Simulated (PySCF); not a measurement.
## Structure from 2D NMR

Compound of formula C6H10N2OSi. Correlations simulated from computed shifts and the bond graph:

HSQC (one-bond C–H):
```csv
δH,δC
6.80,142.4
6.40,142.4
2.87,44.9
2.73,13.3
```

COSY cross peaks (H two or three bonds apart, from the bond graph; peaks can be absent where the dihedral angle is near 90°):
```csv
δH,δH
6.80,6.40
2.87,2.73
```

HMBC (two and three bonds, from the bond graph):
```csv
δH,δC
6.80,"214.6, 160.1"
6.40,"214.6, 160.1"
5.20,"214.6, 160.1, 142.4"
2.87,"214.6, 160.1, 125.2, 13.3"
2.73,"214.6, 125.2, 44.9"
```

Carbons without hydrogens: δ 214.6, 160.1, 125.2.

[PySCF 2.14: coordinates at the GFN2-xTB level; GIAO PBE0/pcSseg-1 shieldings; no relativistic terms; gas phase; rapidly exchanging positions averaged; single conformer]

References, each an isolated molecule treated in the same way: TMS for $^{1}$H (σref 31.72) and $^{13}$C (σref 186.93).

Exchangeable hydrogens are left out of these lists.

Assemble the structure.

## Answers

SMILES C=C([SiH2]N)C(=O)CCC#N.

Numbering as in the mapped SMILES `[CH2:1]=[C:2]([SiH2:3][NH2:4])[C:5](=[O:6])[CH2:7][CH2:8][C:9]#[N:10]` (H(Xn): hydrogen on atom n). Ha(C1) is cis to Si3; Hb(C1) is trans to Si3.

δC 214.6 is C5, a ketone carbonyl carbon. δC 160.1 is C2, an α carbon of a C=C–C=O unit. δC 142.4 is C1, a β carbon of a C=C–C=O unit (δH 6.40, 6.80). δC 125.2 is C9, a nitrile carbon. δC 44.9 is C7, an sp3 CH2 α to a carbonyl (δH 2.87). δC 13.3 is C8, an sp3 CH2 α to a nitrile (δH 2.73). HMBC from δH 6.80 reaches the proton-free carbons C5, C2. HMBC from δH 6.40 reaches the proton-free carbons C5, C2. HMBC from δH 5.20 reaches the proton-free carbons C5, C2. HMBC from δH 2.87 reaches the proton-free carbons C5, C2, C9. COSY links 6.80–6.40, 2.87–2.73.

The shifts were computed for this structure.

Exchangeable OH/NH protons stand at their gas-phase positions; hydrogen bonding in a real sample shifts them, mostly to higher δ. Shifts are as computed. Against solution values, carbons near 30 ppm lie about +3 ppm off and those near 130 ppm about +5 ppm. Of 1309 compounds with measured shifts, 239 miss one by over three times the rms of a fit or turn the order of signals round; such compounds aren't used in these exercises.
